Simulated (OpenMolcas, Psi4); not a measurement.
## Predicting a hybrid from its neighbours: NBrO (nitrosyl bromide)

NBrO has 3 atoms, charge 0, and is taken as a singlet. SMILES: `O=NBr`. The coordinates come from a PBE0-D4/def2-TZVP relaxation.

The electronic atomisation energy y, in eV, basis def2-TZVP; a is the functional's share of exact exchange. Programs: OpenMolcas 26.06, Psi4 1.11.

```
functional     program     a  y (eV)
       PBE  OpenMolcas     0    9.40
      TPSS  OpenMolcas     0    8.53
     TPSSh        Psi4   0.1    8.05
     B3LYP  OpenMolcas   0.2    8.07
      PBE0  OpenMolcas  0.25       ?
     BHLYP  OpenMolcas   0.5    6.49
```

Fit y = c + s·a to the known rows and predict PBE0.


1. Means of the 5 rows: a = 0.1600, y = 8.108.
2. Σ(Δa)² = 0.172, Σ(Δa·Δy) = -0.8224, so the slope is -0.8224/0.172 = -4.7814.
3. Intercept: 8.108 − (-4.7814) × 0.1600 = 8.873. The largest residual of the fit is 0.53.
4. PBE0: 8.873 + (-4.7814) × 0.25 = 7.68 eV.

The run gave 8.05 eV, so the prediction is off by -0.37 eV, within the largest residual. The rows mix families of semi-local functionals, which the line can't see. Spin-orbit coupling is left out.
